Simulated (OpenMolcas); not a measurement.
Values are calculated unless marked as measured or tabulated.
**Os3+: input and output**

Os3+ among 8 point charges of -1 e arranged as a cube (Oh), 1.83 Å from the ion. With inversion symmetry the input lists one of each pair of outer charges.

Input:

```
&GATEWAY
Coord
1

Os 0.0 0.0 0.0
Basis=ANO-RCC-VDZP
Group=XYZ
NoMove
AngMom=0.0 0.0 0.0
AMFI
XField
4 Angstrom 0
1.056551 1.056551 1.056551 -1.000000
1.056551 1.056551 -1.056551 -1.000000
1.056551 -1.056551 1.056551 -1.000000
1.056551 -1.056551 -1.056551 -1.000000
&SEWARD
&RASSCF
FileOrb=start.orb
Symmetry=1
Spin=6
nActEl=5 0 0
Inactive=15 19
Ras2=5 0
CIRoot=1 1 1
SDav=1
CIMx=300
Iter=120 100
PrWF=0.3
OrbListing=Nothing
MaxOrb=0
>>> COPY $Project.JobIph JOB001
&RASSCF
FileOrb=start.orb
Symmetry=1
Spin=4
nActEl=5 0 0
Inactive=15 19
Ras2=5 0
CIRoot=24 24 1
SDav=24
CIMx=300
Iter=120 100
PrWF=0.3
OrbListing=Nothing
MaxOrb=0
>>> COPY $Project.JobIph JOB002
&RASSCF
FileOrb=start.orb
Symmetry=1
Spin=2
nActEl=5 0 0
Inactive=15 19
Ras2=5 0
CIRoot=75 75 1
SDav=75
CIMx=300
Iter=120 100
PrWF=0.3
OrbListing=Nothing
MaxOrb=0
>>> COPY $Project.JobIph JOB003
&RASSI
NrOfJobIphs=3 1 24 75
1
1 2 3 4 5 6 7 8 9 10 11 12 13 14 15 16 17 18 19 20 21 22 23 24
1 2 3 4 5 6 7 8 9 10 11 12 13 14 15 16 17 18 19 20 21 22 23 24 25 26 27
28 29 30 31 32 33 34 35 36 37 38 39 40 41 42 43 44 45 46 47 48 49 50 51
52 53 54 55 56 57 58 59 60 61 62 63 64 65 66 67 68 69 70 71 72 73 74 75
IphNames
JOB001
JOB002
JOB003
EJob
SpinOrbit
DIPRint=1.0
SOCoupling=1000.0
Subsets=2
Property=9
'ANGMOM' 1 'ANGMOM' 2 'ANGMOM' 3 'MLTPL  1' 1 'MLTPL  1' 2 'MLTPL  1' 3
'AMFI' 1 'AMFI' 2 'AMFI' 3
SOProperty=3
'ANGMOM' 1 'ANGMOM' 2 'ANGMOM' 3
```

Launched by
```bash
OMP_NUM_THREADS=1 MOLCAS_MEM=1689 MOLCAS_PROJECT=a pymolcas a.inp > a.log  # once for each step of the input, in one work folder
```

A driver script runs the steps one by one and writes start.orb anew before each from the orbitals found so far.

Output, cut to the results:

```
--- SEWARD ---
Basis set label: OS.ANO-RCC...7S6P4D2F1G.

      Electronic valence basis set:
      ------------------
      Associated Effective Charge  76.000000 au
      Associated Actual Charge     76.000000 au
      Nuclear Model: Point charge

      Shell  nPrim  nBasis  Cartesian Spherical Contaminant
         s      24       7        X
         p      21       6        X
         d      15       4                 X
         f      11       2                 X
         g       4       1                 X
                  Relativistic Douglas-Kroll-Hess integrals:
                    - DKH order of Hamiltonian: 2
                    - DKH order of Properties : 0
                  Atomic mean-field integrals
--- RASSCF ---
Wave function specifications:
      -----------------------------

      Number of closed shell electrons          68
      Number of electrons in active shells       5
      Max number of holes in RAS1 space          0
      Max nr of electrons in RAS3 space          0
      Number of inactive orbitals               34
      Number of active orbitals                  5
      Number of secondary orbitals              29
      Spin quantum number                      2.5
      State symmetry                             1
Orbital specifications:
      -----------------------

      Symmetry species                           1   2
                                                ag  au
      Frozen orbitals                            0   0
      Inactive orbitals                         15  19
      Active orbitals                            5   0
      RAS1 orbitals                              0   0
      RAS2 orbitals                              5   0
      RAS3 orbitals                              0   0
      Secondary orbitals                        16  13
      Deleted orbitals                           0   0
      Number of basis functions                 36  32
      Number of CSFs                             1
      Number of root(s) required                 1
      Iter CI   SX   CI       RASSCF       Energy    max ROT     max BLB   max BLB  Level Ln srch  Step   QN
          iter iter root      energy       change     param      element    value   shift minimum  type update
 Nr of preliminary CI iterations:   1
      Total energies have been shifted. Add               -17000.00 au
        1   1    6    1  -242.66426668    0.00E+00   1.33E-01*  17  24 1  2.04E-01*  0.29   0.00    SX    NO
        2   1    6    1  -242.77101264   -1.07E-01*  1.81E-02   13  29 2 -1.42E-01*  0.39   0.00    SX    NO
        3   1    6    1  -242.78074202   -9.73E-03*  1.65E-02   11  27 2  8.47E-02*  0.36   0.00    SX    NO
        4   1    6    1  -242.78376822   -3.03E-03*  8.68E-03   11  27 2 -5.29E-02*  0.38   0.00    SX    NO
        5   1    5    1  -242.78492421   -1.16E-03*  3.09E-03   13  29 2  3.37E-02*  0.37   0.62    QN   YES
        6   1    4    1  -242.78567524   -7.51E-04*  3.21E-04   13  29 2  7.00E-04*  0.37   1.02    QN   YES
        7   1    4    1  -242.78567631   -1.07E-06*  1.53E-04   18  25 1 -1.47E-04*  0.37   1.31    QN   YES
        8   1    3    1  -242.78567642   -1.16E-07*  2.20E-05   11  27 2 -3.79E-05   0.37   1.08    QN   YES
        9   1    3    1  -242.78567642   -1.94E-09   3.43E-06   11  27 2 -5.26E-06   0.37   1.14    QN   YES
      Convergence after  9 iterations
       10   1    3    1  -242.78567642   -6.91E-11   3.43E-06   17  20 2  1.19E-06   0.37   1.14    QN   YES
      Natural orbitals and occupation numbers for root  1
      sym 1:   1.000000   1.000000   1.000000   1.000000   1.000000
::    RASSCF root number  1 Total energy: -17242.78567642
--- RASSCF ---
Wave function specifications:
      -----------------------------

      Number of closed shell electrons          68
      Number of electrons in active shells       5
      Max number of holes in RAS1 space          0
      Max nr of electrons in RAS3 space          0
      Number of inactive orbitals               34
      Number of active orbitals                  5
      Number of secondary orbitals              29
      Spin quantum number                      1.5
      State symmetry                             1
Orbital specifications:
      -----------------------

      Symmetry species                           1   2
                                                ag  au
      Frozen orbitals                            0   0
      Inactive orbitals                         15  19
...
--- RASSI ---
SPIN-FREE ENERGIES:
  (Shifted by EMIN (a.u.) =     -17242.7856764245)

 SF State       Relative EMIN(au)   Rel lowest level(eV)    D:o, cm**(-1)      L_eff

     1             0.0000000000        0.0000000000              0.0000         0.0
     2             0.0754917767        2.0542358935          16568.5299         3.2
     3             0.0754917767        2.0542358935          16568.5299         3.2
     4             0.0754917767        2.0542358935          16568.5299         3.2
     5             0.0957871351        2.6065007295          21022.8462         3.6
     6             0.0957871351        2.6065007295          21022.8462         3.6
     7             0.0957871351        2.6065007295          21022.8462         3.6
    26             0.0960211397        2.6128683204          21074.2042         4.7
    27             0.0960211397        2.6128683204          21074.2042         4.7
    28             0.0960211397        2.6128683204          21074.2042         4.7
     8             0.1103402333        3.0025107067          24216.8820         4.0
     9             0.1109935926        3.0202895200          24360.2778         4.0
    10             0.1109935926        3.0202895200          24360.2778         4.0
    29             0.1280253757        3.4837479487          28098.3221         5.5
    30             0.1280253757        3.4837479487          28098.3221         5.5
    31             0.1280253757        3.4837479487          28098.3221         5.5
    11             0.1280898343        3.4855019555          28112.4692         2.7
    12             0.1280898343        3.4855019555          28112.4692         2.7
    13             0.1280898343        3.4855019555          28112.4692         2.7
    32             0.1284657257        3.4957304808          28194.9678         5.0
    33             0.1353443378        3.6829070519          29704.6486         5.1
...
```

Spin-orbit levels above the lowest (labels of O, the rotations of Oh):

```tsv
E (cm-1)	Degeneracy	Label	2S+1	g
0.0	4	Γ8	6 (85 %)	
77.1	2	Γ7	6 (86 %)	3.23 3.23 3.23
12665	4	Γ8	4 (50 %)	
16212	2	Γ7	4 (64 %)	2.33 2.33 2.33
17072	2	Γ6	4	2.03 2.03 2.03
17398	4	Γ8	4 (90 %)	
20854	2	Γ7	4 (71 %)	0.26 0.26 0.26
21531	2	Γ6	4 (89 %)	2.17 2.17 2.17
21671	4	Γ8	4 (79 %)	
21801	4	Γ8	4	
23304	4	Γ8	4 (76 %)	
23495	2	Γ6	4 (60 %)	1.83 1.83 1.83
24223	4	Γ8	2 (49 %)	
24425	2	Γ7	4 (78 %)	1.35 1.35 1.35
24915	2	Γ7	4 (86 %)	1.69 1.69 1.69
26044	4	Γ8	4 (80 %)	
27160	2	Γ7	4 (55 %)	1.75 1.75 1.75
27788	4	Γ8	4 (75 %)	
28695	4	Γ8	4 (82 %)	
29635	2	Γ6	4 (80 %)	0.66 0.66 0.66
```

Without dynamic correlation the repulsion within the d shell is too large (B by tens of per cent), so at a given field states of lower spin stand too high. Point charges give a weaker field than real ligands, and real ions of this kind are as a rule low spin; the high spin found here belongs to the model. Point charges carry no covalency, so the field is a model and not that of real ligands. No measured value stands beside these numbers.

The RASSCF and RASSI steps took 27 s on 1 thread of Arm Neoverse V1 (shared host); the integral step is not counted.
